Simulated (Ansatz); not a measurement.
Basis sets compared for [Co(H2O)6]2+ (CoO₆H₁₂²⁺). Total charge 2; quartet. Geometry r2SCAN-D4/def2-SVP. Ansatz on 4 threads of Intel Xeon 6975P-C on a shared host; times are rough, and most runs start from earlier orbitals.

| atom | x (Å) | y (Å) | z (Å) |
| --- | --- | --- | --- |
| Co1 | -0.0021 | -0.0004 | -0.0008 |
| O2 | -1.4585 | 0.2848 | -1.4658 |
| H3 | -1.8622 | 1.1372 | -1.6953 |
| H4 | -1.7654 | -0.3527 | -2.1307 |
| O5 | 1.4570 | -0.2852 | 1.4642 |
| H6 | 1.8584 | -1.1378 | 1.6965 |
| H7 | 1.7589 | 0.3514 | 2.1320 |
| O8 | -1.4899 | -0.9083 | 1.1430 |
| H9 | -2.4423 | -0.8565 | 0.9623 |
| H10 | -1.3971 | -1.3450 | 2.0050 |
| O11 | 1.4908 | 0.9069 | -1.1411 |
| H12 | 1.4073 | 1.3446 | -2.0034 |
| H13 | 2.4409 | 0.8554 | -0.9492 |
| O14 | -0.4773 | 1.9074 | 0.6937 |
| H15 | -1.2114 | 2.1689 | 1.2723 |
| H16 | 0.0806 | 2.6942 | 0.5853 |
| O17 | 0.4771 | -1.9067 | -0.6971 |
| H18 | 1.2110 | -2.1605 | -1.2794 |
| H19 | -0.0754 | -2.6977 | -0.5914 |

| level | functions | energy (Eh) | HOMO (eV) | LUMO (eV) | wall time |
| --- | --- | --- | --- | --- | --- |
| PBE-D4/def2-SVP | 175 | -1839.6272 | -13.04 | -12.14 | 2.8 s |
| PBE0-D4/def2-SVP | 175 | -1839.6737 | -15.80 | -9.57 | 7 s |

**Question.** Estimate the rows for PBE-D4/def2-TZVP, PBE0-D4/def2-TZVP (with forces).

**Answer.** 
| level | functions | energy (Eh) | HOMO (eV) | LUMO (eV) | wall time |
| --- | --- | --- | --- | --- | --- |
| PBE-D4/def2-TZVP | 303 | -1840.3753 | -13.54 | -12.67 | 4.7 s |
| PBE0-D4/def2-TZVP (with forces) | 303 | -1840.4062 | -16.11 | -10.02 | 24 s |
